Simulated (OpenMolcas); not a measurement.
**C, Si, Ge, Sn, Pb: ns2 np2 down the group**

```
Program             : OpenMolcas 26.06
Method              : CASSCF
Basis               : ANO-R2
Scalar Hamiltonian  : X2C, finite nucleus
Spin-orbit coupling : RASSI with atomic mean-field integrals over the reference wave functions, term energies averaged over their components
```

Active space for each ion: 4 electrons in 4 orbitals (s p).

Computed levels in cm-1 above 3P0:

```
                               Level      C     Si     Ge     Sn     Pb
                                 3P1   14.9   66.4    490   1474   6691
                                 3P2   44.4    194   1266   3183  10287
                                 1D2  12727   8982   9523  10522  20446
                                 1S0  21114  15898  17061  17621  28828
weight of 3P in the lowest level (%)    100    100    100     97     88
```

Mixed levels, with the weight of the term that names them: Pb 3P2 (71 %), Pb 1D2 (71 %).

Measured, with the error of the calculation in %. Measured levels: C, Si, Ge, Sn, Pb from NIST Handbook of Basic Atomic Spectroscopic Data.

| Level | C | Si | Ge | Sn | Pb |
| --- | --- | --- | --- | --- | --- |
| 3P1 | 16.4 (-9.5) | 77.1 (-13.9) | 557 (-12.1) | 1692 (-12.9) | 7819 (-14.4) |
| 3P2 | 43.4 (+2.2) | 223 (-13.1) | 1410 (-10.2) | 3428 (-7.1) | 10650 (-3.4) |
| 1D2 | 10193 (+24.9) | 6299 (+42.6) | 7125 (+33.7) | 8613 (+22.2) | 21458 (-4.7) |
| 1S0 | 21648 (-2.5) | 15394 (+3.3) | 16367 (+4.2) | 17162 (+2.7) | 29467 (-2.2) |

The fine-structure level 3P2 changes by a factor of 232 from C to Pb.

Without spin-orbit coupling 1D lies 12698, 8850, 8585, 7775, 7545 cm-1 above 3P in that order; the difference to the level 1D2, of either sign, comes from spin-orbit coupling, which also lowers the zero.

Without dynamic correlation excited terms often stand tens of per cent too high (terms of higher spin than the ground term too low), and those without a measured partner can miss by more than the paired ones (holds for C; Si; Ge). Some high roots are left out of the spin-orbit mixing, which shifts the levels that they would mix with (holds for Pb). Computed and measured levels are paired by configuration, term and J; levels that our copy of the source lacks, or whose pairing is in doubt (as where it misses far off the trend of its configuration), stay unpaired and out of the deviations. Where the source uses jj or jK labels, the order within each J decides. Only configurations of the active space appear.
